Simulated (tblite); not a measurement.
C₅H₁₄P₂S.
Geometry (GFN2-xTB, Å), atoms numbered from 1 in this order:
```
atom  x, y, z in Å
C1     1.297   -1.297    0.749
C2     0.768    0.015    0.178
C3     0.557    1.038    1.285
C4     1.705    0.542   -0.901
P5    -0.872   -0.421   -0.638
C6    -1.707    1.184   -0.993
P7    -2.079   -1.213    1.029
S8    -0.726   -1.557   -2.214
H9     0.636   -1.661    1.539
H10    2.292   -1.160    1.169
H11    1.354   -2.052   -0.036
H12    1.477    1.156    1.856
H13    0.284    2.009    0.877
H14   -0.227    0.709    1.969
H15    1.352    1.494   -1.298
H16    2.704    0.691   -0.493
H17    1.769   -0.171   -1.723
H18   -2.600    0.957   -1.576
H19   -1.986    1.695   -0.074
H20   -1.050    1.809   -1.596
H21   -3.201   -1.225    0.204
H22   -1.757   -2.521    0.689
```

Calculated harmonic vibrations of the isolated species, GFN2-xTB (tblite), most abundant isotopes, no scaling. Errors from tens to a few hundred cm⁻¹ against measured bands are possible. Modes of hydrogen on phosphorus can be 10 to 20 % off. One conformer, not necessarily the lowest.

Harmonic wavenumbers (cm⁻¹): 58.0, 129.2, 144.1, 150.6, 160.7, 180.2, 191.8, 204.2, 218.2, 242.3, 256.2, 272.6, 284.9, 336.1, 386.2, 392.1, 452.2, 585.5, 672.0, 708.2, 733.6, 764.6, 838.7, 844.4, 858.5, 960.8, 965.3, 966.4, 1020.0, 1022.5, 1106.0, 1191.3, 1229.5, 1237.8, 1298.5, 1398.8, 1401.6, 1413.0, 1421.5, 1431.7, 1475.6, 1479.1, 1480.8, 1494.5, 1495.6, 1498.1, 2287.6, 2343.9, 2968.3, 2986.8, 2988.4, 2992.9, 3001.6, 3004.2, 3010.6, 3013.1, 3015.7, 3018.9, 3021.5, 3031.7.

A = 1265, B = 1107, C = 883.7 MHz; mass 168.029 u (most abundant isotopes); point group C1, symmetry number 1.

Task: Zero-point energy?

Result: ½Σν̃ = 38869 cm⁻¹ = 464.98 kJ/mol.

Task: Give the ideal-gas entropy at 298.15 K and 1 bar in the rigid-rotor, harmonic-oscillator model (classical rotation).

Result: Translation 172.76, rotation 125.28, vibration 157.41: S = 455.4 J/(mol K).

Task: And Cp and H(298.15 K) − H(0)?

Result: Cp = 199.70 J/(mol K), of which vibrations give 166.45 (their classical limit is 60 R = 498.9); H(298.15 K) − H(0) = 36.05 kJ/mol without the zero-point energy, 26.13 from vibrations.

Task: Which modes carry the vibrational entropy at 298.15 K?

Result: 58.0 cm⁻¹: 18.93; 129.2 cm⁻¹: 12.38; 144.1 cm⁻¹: 11.50; 150.6 cm⁻¹: 11.15; 160.7 cm⁻¹: 10.63; 180.2 cm⁻¹: 9.73 J/(mol K); the other 54 give 83.09 together.

Task: Blend soft modes into free rotors: weight 1/[1 + (100 cm⁻¹/ν̃)⁴] for the oscillator and the rest for a rotor with moment μB/(μ + B), μ = h/(8π²ν), B = 10⁻⁴⁴ kg m². What vibrational entropy results?

Result: 152.48 J/(mol K) in place of 157.41, which changes −T·S at 298.15 K by +1.47 kJ/mol.

Task: How do the functions run with temperature in this model?

Result: 
```json
{"T (K)": "100", "S (J/(mol K))": "298.4", "Cp (J/(mol K))": "97.6", "H − H(0) (kJ/mol)": "5.79", "G − H(0) (kJ/mol)": "-24.05", "ln q(vib)": "1.45"}
{"T (K)": "200", "S (J/(mol K))": "385.2", "Cp (J/(mol K))": "154.7", "H − H(0) (kJ/mol)": "18.64", "G − H(0) (kJ/mol)": "-58.41", "ln q(vib)": "4.87"}
{"T (K)": "300", "S (J/(mol K))": "456.7", "Cp (J/(mol K))": "200.5", "H − H(0) (kJ/mol)": "36.42", "G − H(0) (kJ/mol)": "-100.59", "ln q(vib)": "8.46"}
{"T (K)": "500", "S (J/(mol K))": "578.6", "Cp (J/(mol K))": "280.0", "H − H(0) (kJ/mol)": "84.84", "G − H(0) (kJ/mol)": "-204.47", "ln q(vib)": "15.27"}
{"T (K)": "800", "S (J/(mol K))": "729.3", "Cp (J/(mol K))": "361.0", "H − H(0) (kJ/mol)": "181.94", "G − H(0) (kJ/mol)": "-401.47", "ln q(vib)": "24.56"}
{"T (K)": "1000", "S (J/(mol K))": "814.0", "Cp (J/(mol K))": "397.8", "H − H(0) (kJ/mol)": "258.00", "G − H(0) (kJ/mol)": "-555.97", "ln q(vib)": "30.18"}
```

q(vib) and H(0) count from the zero-point level.

Task: What must be added to the electronic energy to get the Gibbs energy at 298.15 K and 1 bar?

Result: ZPE + [H(298.15 K) − H(0)] − T·S = 464.98 + 36.05 − 135.79 = 365.24 kJ/mol.

Hindered rotation and anharmonicity are outside this model. Other conformers, if any are populated, would add a mixing term that is left out. The structure is chiral; the term R ln 2 for an equal mix with its mirror image is left out.

Hardware: one thread of an Intel Xeon Platinum 8259CL at 2.50 GHz, shared host with 96 logical CPUs at a one-minute load of 23. Cost: 1.9 s wall. The figure is for the frequency step alone.
